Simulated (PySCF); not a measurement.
methylboron dibromide, CH₃BBr₂, SMILES CB(Br)Br, point group Cs.

Force field and properties: B3LYP/pcSseg-1 (PySCF, grid level 2). Vibrational terms come from second-order perturbation theory with semi-diagonal cubic constants, by steps of ±0.6 along the normal coordinates of each isotopologue. The parent has the commonest isotopes.

Equilibrium geometry (Å):

```tsv
atom	x	y	z
C1	-1.8273	0.2190	0.1574
B2	-1.0588	1.4404	0.7309
Br3	-1.0428	3.1260	-0.1967
Br4	-0.0422	1.2909	2.3581
H5	-2.1602	-0.4737	0.9374
H6	-1.1341	-0.3443	-0.4878
H7	-2.6770	0.5077	-0.4696
```

Problem. Give the equilibrium and ground-state rotational constants (MHz) of parent; ²H at 6.

Solution. 
```json
{"species": "parent", "Ae": "4945.8", "Be": "1166.9", "Ce": "949.64", "A0": "4922", "B0": "1165.4", "C0": "946.67", "Δ0 (u Å²)": "-2.477", "harmonic ZPE (cm⁻¹)": "9131"}
{"species": "²H at 6", "Ae": "4593.4", "Be": "1164.1", "Ce": "937.65", "A0": "4564.9", "B0": "1163.4", "C0": "934.93", "Δ0 (u Å²)": "-4.545", "harmonic ZPE (cm⁻¹)": "8490"}
```

Δ0 = Ic − Ia − Ib from the ground-state constants.

Problem. How is the parent's vibrational correction B0 − Be made up?

Solution. 
```csv
axis,harmonic,Coriolis,cubic,total (MHz)
a,8.4,-8.01,-24.2,-23.8
b,1.13,-0.897,-1.73,-1.5
c,0.363,-0.324,-3.01,-2.98
```

Problem. And its quartic centrifugal distortion constants from the harmonic force field?

Solution. Asymmetric top, A reduction, Ir representation: ΔJ = 0.134 kHz, ΔJK = 0.124 kHz, ΔK = 4.45 kHz, δJ = 0.0333 kHz, δK = 0.623 kHz.

Problem. Which nuclear quadrupole couplings χaa, χbb, χcc (MHz) does the parent show, at equilibrium and averaged?

Solution. 11B at 2: -0.3, -3.3, 3.6 and -0.3, -3.3, 3.6; 79Br at 3: 192.4, -121.4, -71.0 and 223.2, -77.4, -145.8; 79Br at 4: 192.4, -120.6, -71.7 and 158.6, -162.1, 3.5.

A mode lies under 250 cm⁻¹, where this perturbation treatment is rough. Internal rotors are held in one well.
